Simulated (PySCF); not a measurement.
**Radial density of Bi(60+) (bismuth, charge +60)**

TPSSh, [Ar] 3d5, high-spin 6S determinant. Computed with PySCF 2.14 in an even-tempered Gaussian basis (17 s from 16 bohr⁻², ratio 2.5; 13 p from 21 bohr⁻², ratio 2.5; 7 d from 21 bohr⁻², ratio 2.5; 4 f from 80 bohr⁻², ratio 2.7; 3 g from 120 bohr⁻², ratio 2.7), with scalar relativity by spin-free X2C-1e.

```csv
r (bohr),4πr²ρ (e/bohr),4πr²(ρα − ρβ)
0.0135,112.5,0.0186
0.0226,102.2,0.2781
0.0381,140.9,2.5724
0.0640,125.1,14.2144
0.108,88.44,35.2910
0.181,76.88,23.3854
0.305,6.102,1.7123
0.512,0.01993,0.0067
```

Densities and radii are taken from the X2C orbitals without a picture-change correction, which distorts them close to the nucleus.

Spin-orbit coupling, which splits the p, d and f shells strongly at this Z, is absent. Spin-orbit coupling is strong in this species (close to jj coupling), so the high-spin LS determinant is a model state, not a physical level.
